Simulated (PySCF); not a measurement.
# What a mistake does to a calculation on AlBClH2O

All numbers below are calculated, not measured. The program is PySCF 2.14.0, an open-source quantum chemistry code, run on an isolated molecule that a program drew, which may never have been made. The molecule is AlBClH2O (charge 0, doublet), drawn as the SMILES string `O[B][AlH][Cl]`.

Each row is a Hartree-Fock (HF) and frozen-core CCSD(T) single point in the cc-pV(D+d)Z basis, meant for a local HF minimum. Run 1 is clean. Each other run has one planted mistake out of seven kinds, and not every kind appears here: one electron removed, one electron added, multiplicity raised by two, geometry at a saddle point, minimal basis STO-3G, one bond length entered in bohr, all coordinates scaled. The reference is restricted for singlets and unrestricted otherwise, and also for a bond in bohr. Adding or removing an electron swaps singlet and doublet. Electrons count all cores. HOMO and LUMO are orbital energies over both spins, the gradient is its largest component, and the lowest frequency (negative if imaginary) is given only where the gradient is small. Bond lengths are over the 5 bonds as drawn. T1 is the CCSD diagnostic: over 0.02 (restricted) or 0.045 (unrestricted) a single reference is doubtful.

Geometry of the clean run:
```xyz
6
AlBClH2O, angstrom
O     0.9412    2.3108   -1.2465
B     0.0309    2.1412   -2.1764
Al   -1.3192    1.7900   -3.6369
Cl   -3.1451    0.8564   -3.0688
H     0.8925    3.1291   -0.7666
H    -1.0957    2.2093   -5.1293
```

| run | electrons | basis functions | <S^2> | HOMO (eV) | LUMO (eV) | gradient (hartree/bohr) | lowest frequency (cm^-1) | mean bond (Å) | longest bond (Å) | T1 | HF (hartree) | CCSD(T) (hartree) | mistake |
|---|---|---|---|---|---|---|---|---|---|---|---|---|---|
| 1 | 45 | 84 | 0.758 | -7.41 | 1.20 | 4.0e-05 | 104 | 1.5952 | 2.128 | 0.0160 | -802.20448 | -802.69774 | no fault |
| 2 | 44 | 84 | 0.000 | -16.63 | -5.87 | 8.6e-02 | - | 1.5952 | 2.128 | 0.0184 | -801.96179 | -802.44936 | one electron removed |
| 3 | 45 | 84 | 3.758 | -7.59 | -1.77 | 4.2e-02 | - | 1.5952 | 2.128 | 0.0319 | -802.03870 | -802.51315 | multiplicity raised by two |
| 4 | 46 | 84 | 0.000 | -0.05 | 7.37 | 3.9e-02 | - | 1.5952 | 2.128 | 0.0154 | -802.17699 | -802.70456 | ? |

**Which mistake was planted in run 4, and what did it cost?**

It counts 46 electrons, one more than the clean run, at the same geometry and basis. So the mistake is: one electron added. Subtracting run 1 and multiplying by 627.51 kcal/mol a hartree, the energy moved by 17.3 kcal/mol in HF and -4.3 kcal/mol in CCSD(T).

